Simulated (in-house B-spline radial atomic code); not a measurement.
# Ionising Ni6+ with different functionals

Computed with a B-spline radial code for spherical atoms: non-relativistic Hamiltonian, point nucleus, spin-polarised at highest spin, spherical fractional occupations for the functionals, the average over the highest-spin determinants for Hartree-Fock. The ionisation energy is the difference of two self-consistent energies, [Ar] 3d4 → [Ar] 3d3, without Breit or QED terms; ε is the level of the shell that loses the electron (its least bound occupied spin orbital).

Hybrids are left out here: with spherical fractional occupations of an open shell their exact exchange keeps a self-interaction that integer-occupation calculations don't have.

| method | rung | ΔSCF (eV) | -ε(3d) (eV) |
| --- | --- | --- | --- |
| Hartree-Fock | Hartree-Fock | 133.93 | 136.01 |
| LDA VWN5 | LDA | 135.05 | 121.39 |
| LDA PW92 | LDA | 135.04 | 121.37 |
| LDA exchange-only | LDA | 133.27 | 119.66 |
| PBE | GGA | 134.84 | 121.19 |
| PBEsol | GGA | 134.80 | 121.14 |
| BLYP | GGA | 134.72 | 121.05 |
| RPBE | GGA | 134.79 | 121.13 |
| PW91 | GGA | 134.99 | 121.32 |
| BP86 | GGA | 134.85 | 121.18 |
| AM05 | GGA | 134.83 | 121.17 |
| OLYP | GGA | 135.63 | 121.93 |
| TPSS | meta-GGA | 134.75 | 121.11 |
| SCAN | meta-GGA | 135.43 | 121.91 |
| r2SCAN | meta-GGA | 135.46 | 121.94 |
| M06-L | meta-GGA | 135.39 | 121.84 |
| revTPSS | meta-GGA | 134.66 | 121.04 |

(1) How do they compare with the NIST value?

## Answers

(1) NIST lists 132 eV ± 2 (tabulated theory, ground level to ground level). Errors run from +1.27 to +3.63 eV; all lie within about twice that uncertainty, so the table can't rank the methods. Hartree-Fock also lacks correlation.
